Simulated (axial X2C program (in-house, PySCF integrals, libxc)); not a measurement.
Correcting the dissociation energy of CsSi for spin–orbit coupling

A spin-free CCSD(T) curve (one-electron X2C) was computed with an in-house relativistic program for diatomic molecules, basis Cs dyall-cv3z [15s15p9d4f1g], Si dyall-v3z [8s7p2d1f] (cores contracted in-house), for the state M_S = 3/2, Λ = 0 (beyond evenly filled blocks: σα, π+α, π-α). It gives D0 = 1.644 eV to Cs + Si, which in a spin-free picture are the weighted means of the ground terms.

Correlated methods: 13 electrons correlated (number of frozen shells: Cs 4 s, 3 p, 2 d; Si 2 s, 1 p), 267 virtual spin orbitals or spinors in MP2, 129 natural virtuals in coupled cluster.

Measured levels of the ground terms (NIST Handbook of Basic Atomic Spectroscopic Data), in cm⁻¹: Cs 2S: J = 1/2 at 0; Si 3P: J = 0 at 0, J = 1 at 77.1, J = 2 at 223.2.

The molecular state has Λ = 0, so it has no first-order lowering.

Problem. How far does each ground level lie under the (2J+1)-weighted mean of its term?

Solution. Cs: a single level, 0; Si: (1 × 0 + 3 × 77.1 + 5 × 223.2)/9 = 150 cm⁻¹.

Problem. Correct D0.

Solution. D0 = 1.644 + (0 − 150)/8065.5 = 1.625 eV at CCSD(T) with these spin–orbit terms.

Second-order spin–orbit effects in the molecule, which grow quickly with Z, are left out. One determinant describes the state; a PBE0 search over occupations chose it and may have missed a lower one. Dissociation energies refer to the lowest single-determinant-based atoms at the same level and basis. CCSD and (T) use frozen natural virtuals with an MP2 correction for the truncation; (T) itself is uncorrected, so its De runs slightly low. PBE0 can misorder states that lie within some tenths of an eV, so this need not be the ground state of the molecule. The nearest other spin-free determinant of the search, M_S = 1/2, Λ = 0, lies 0.45 eV up at the distance of the search.
